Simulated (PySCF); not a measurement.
# SnPb⁺: from constants to spectrum

UHF-CCSD(T) constants of SnPb⁺, ⁴Σ⁻ (quartet), unpaired electrons σ ↑, π ↑↑ (Sn cc-pVDZ-PP with ECP28, Pb cc-pVDZ-PP with ECP60; scalar-relativistic core potentials (PySCF 2.14); masses 119.9022 and 207.9766 u):

```
ωe   : 141.1 cm⁻¹
ωexe : 0.336 cm⁻¹
Be   : 0.02641 cm⁻¹
αe   : 7.79e-05 cm⁻¹
```

Task: What force constant and bond length do these constants imply?

Result: Reduced mass μred = 76.055 u; k = 5.8918×10⁻⁷·μred·ωe² (u, cm⁻¹, mdyn/Å) = 0.892 mdyn/Å; Re = √(16.8576/(μred·Be)) (u, cm⁻¹, Å) = 2.897 Å.

Task: Estimate the centrifugal constant D from the Kratzer relation and find the Dunham coefficient a1.

Result: D = 4Be³/ωe² = 3.7e-09 cm⁻¹; a1 = −1 − αeωe/(6Be²) = -3.63.

Correlated steps freeze 8 core orbitals. Spin–orbit coupling is left out, which matters for elements this heavy, above all for dissociation energies. The state is the lowest determinant that a PBE0 search found; another state may lie lower at other levels.
